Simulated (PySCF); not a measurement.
B(H)3 cation (BH₃), SMILES B (connectivity only; charge and spin as stated), charge +1, multiplicity 2. Atoms are numbered in the order given.

```xyz
4

B      0.0000     0.0000    -0.1173
H      0.0000    -0.7164     0.9381
H      0.0000     0.0000    -1.2899
H      0.0000     0.7164     0.9381
```
Charge +1, spin multiplicity 2.

Coordinates come from a r2SCAN-D4/def2-TZVPD optimisation. The multiplicity is an assumed one; other spin states were not compared. The isomer is the one that the SMILES or the coordinates give; other isomers of the formula were not compared.

Method: r2SCAN-D4/def2-TZVPD (PySCF 2.14.0).

Harmonic, unscaled wavenumbers; measured fundamentals usually lie a few per cent lower.

```json
[
 {"mode": "1", "ν (cm⁻¹)": "446", "IR (km/mol)": "14.7", "moving atoms (share of kinetic energy)": "H 82 %, B 18 %"},
 {"mode": "2", "ν (cm⁻¹)": "853", "IR (km/mol)": "10.3", "moving atoms (share of kinetic energy)": "H 80 %, B 20 %"},
 {"mode": "3", "ν (cm⁻¹)": "1000", "IR (km/mol)": "8.9", "moving atoms (share of kinetic energy)": "H 97 %"},
 {"mode": "4", "ν (cm⁻¹)": "1851", "IR (km/mol)": "226.3", "moving atoms (share of kinetic energy)": "H 97 %"},
 {"mode": "5", "ν (cm⁻¹)": "2230", "IR (km/mol)": "1.5", "moving atoms (share of kinetic energy)": "H 94 %"},
 {"mode": "6", "ν (cm⁻¹)": "2867", "IR (km/mol)": "24.2", "moving atoms (share of kinetic energy)": "H 88 %, B 12 %"}
]
```
